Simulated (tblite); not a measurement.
C₃H₁₀GeSi.
Bonds: C1–C2 (double), C2–Ge3, Ge3–C4, C4–Si5. Hydrogens: H6, H7 on C1; H8 on C2; H9, H10 on Ge3; H11, H12 on C4; H13, H14, H15 on Si5.

Computed with GFN2-xTB (tblite), gas phase: nudged elastic band of 9 images (0 to 8), spring 0.2 eV/Å², climbing image at the end, force threshold 0.05 eV/Å. The top image wasn't refined or checked by frequencies; at this threshold it can lie a kcal/mol or more above the true saddle point of the method.

Path: rotation about Ge3–C4 (germanium bonded to 2 C and 2 H, sp3 carbon bound to silicon), followed by the dihedral C2–Ge3–C4–Si5, from 179° to -70°. Start geometry (image 0):
```
atom  x, y, z in Å
C1     -2.648   -0.938   -0.017
C2     -2.277    0.242   -0.485
Ge3    -0.428    0.873   -0.587
C4      0.890   -0.471   -0.011
Si5     2.687    0.133   -0.125
H6     -1.925   -1.652    0.347
H7     -3.681   -1.252    0.027
H8     -3.039    0.925   -0.841
H9     -0.304    2.132    0.235
H10    -0.155    1.315   -2.004
H11     0.766   -1.363   -0.626
H12     0.666   -0.765    1.015
H13     3.569   -0.969    0.273
H14     2.986    0.527   -1.503
H15     2.889    1.272    0.774
```

The first guess turns that dihedral rigidly in even steps and adds one set of random displacements (0.04 Å standard deviation a coordinate) to every inner image. Energies of the images above image 0 (eV) in the early part of the optimisation:

| iteration | 1 | 2 | 3 | 4 | 5 | 6 | 7 | 8 |
| --- | --- | --- | --- | --- | --- | --- | --- | --- |
| 0 | 0.598 | 0.619 | 0.640 | 0.652 | 0.646 | 0.625 | 0.600 | -0.015 |
| 10 | 0.049 | 0.065 | 0.081 | 0.087 | 0.077 | 0.054 | 0.028 | -0.015 |

Question: Where does the band end, and how far was the first guess from it?

Answer: Final energies, images 1 to 8: 0.007, 0.022, 0.038, 0.047, 0.040, 0.020, -0.003, -0.015 eV. The highest point drops from 0.65 eV (image 4) to 0.047 eV (image 4), by 0.60 eV. Image 4 moved by 0.05 Å rms, its dihedral from -129° to -126°. The end images are fixed. The true force on the top image ends at 0.042 eV/Å, and the largest on any image at 0.05 eV/Å; away from the top, the method drives only the force across the path to zero. The last saved iteration is 40.

What follows is the cost of the whole band run. Time: 2.2 s of wall time; peak memory 0.18 GiB. Hardware: one thread of an Arm Neoverse V2, no GPU, shared host.
